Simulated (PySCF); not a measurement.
## B2PLYP on Br⁺ (bromine, charge +1)

Configuration: [Ar] 3d10 4s1 4p5, high-spin 3P determinant (an excited configuration). Computed with PySCF 2.14 in aug-cc-pVQZ-PP with ECP10MDF (7s6p5d3f2g, 89 functions), with scalar relativity through the core potential.

| Property | Result |
| --- | --- |
| Total energy, PT2 part included | -415.5081 hartree |
| One-electron energy | -717.8675 hartree |
| Hartree (Coulomb) energy | 332.7274 hartree |
| Exchange-correlation energy | -30.3128 hartree |
| PT2 correlation before scaling by 0.27 | -0.20467 hartree |
| ⟨S²⟩ | 2.0068 |
| ⟨L²⟩ | 2.014 |
| Sum of ⟨r⟩ | 21.73 bohr |
| Sum of ⟨r²⟩ | 32.15 bohr² |
| Traceless quadrupole moment −½Σ⟨3z² − r²⟩ along its main axis | 1.65 e·bohr² |

```json
{"shell": "3s α", "electrons": "1", "mean orbital energy (hartree)": "-9.64038", "spread (hartree)": "0", "rms radius, mean of both spins (bohr)": "0.592"}
{"shell": "3s β", "electrons": "1", "mean orbital energy (hartree)": "-9.61100", "spread (hartree)": "0", "rms radius, mean of both spins (bohr)": "0.592"}
{"shell": "3p α", "electrons": "3", "mean orbital energy (hartree)": "-7.51155", "spread (hartree)": "0.02343", "rms radius, mean of both spins (bohr)": "0.611"}
{"shell": "3p β", "electrons": "3", "mean orbital energy (hartree)": "-7.49074", "spread (hartree)": "0.00647", "rms radius, mean of both spins (bohr)": "0.611"}
{"shell": "3d α", "electrons": "5", "mean orbital energy (hartree)": "-3.33770", "spread (hartree)": "0.02218", "rms radius, mean of both spins (bohr)": "0.643"}
{"shell": "3d β", "electrons": "5", "mean orbital energy (hartree)": "-3.32105", "spread (hartree)": "0.01193", "rms radius, mean of both spins (bohr)": "0.643"}
{"shell": "4s α", "electrons": "1", "mean orbital energy (hartree)": "-1.37521", "spread (hartree)": "0", "rms radius, mean of both spins (bohr)": "1.73"}
{"shell": "4p α", "electrons": "3", "mean orbital energy (hartree)": "-0.80517", "spread (hartree)": "0.05562", "rms radius, mean of both spins (bohr)": "2.10"}
{"shell": "4p β", "electrons": "2", "mean orbital energy (hartree)": "-0.69247", "spread (hartree)": "0", "rms radius, mean of both spins (bohr)": "2.10"}
```

Energies and moments cover only the electrons outside the core potential.

The orbital energies are those of the SCF part of the double hybrid.
